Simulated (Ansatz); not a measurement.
Input for Ansatz (an electronic-structure program): U-wB97M-V/def2-TZVPP on CH5Ge (SMILES [CH2][GeH3]), 2S+1 = 2, atoms moved off the minimum.

Ansatz 0.2 input:
```yaml
crystal:
  periodic: [false, false, false]
  atoms:
    - {symbol: C, position_ang: [1.56730312, -0.13971987, 0.01455922]}
    - {symbol: Ge, position_ang: [-0.29257428, 0.02369032, -0.02621525]}
    - {symbol: H, position_ang: [2.22548747, 0.58142462, -0.03627432]}
    - {symbol: H, position_ang: [2.05570483, -1.21313796, 0.09203342]}
    - {symbol: H, position_ang: [-0.96292127, -0.38273415, 1.33311914]}
    - {symbol: H, position_ang: [-0.73210863, 1.49577642, -0.29235459]}
    - {symbol: H, position_ang: [-0.96627364, -0.84714089, -1.20075500]}
basis:
  gaussian:
    orbitals: def2-TZVPP
hamiltonian:
  xc: {name: wB97M-V}
magnetization: {spin_polarized: true, initial_magnetization: 1}
output: {forces: true}
```

The head of its log:

```
Functional definition: wB97M-V
[...]
integrals: 0.07 GiB planned
861 factors; their error is unknown
integrals: 0.11 GiB planned
206 factors; integrals over basis functions are off by at most 1.0e-5 eV
mean field: 0.99 GiB planned
mean field evaluation 1: about -57627.8750 eV, gradient 2.4e1 eV
mean field evaluation 2: about -57628.7801 eV, gradient 2.0e1 eV
```

Problem. What total energy does the run end on?

Solution. -2117.8801 hartree.
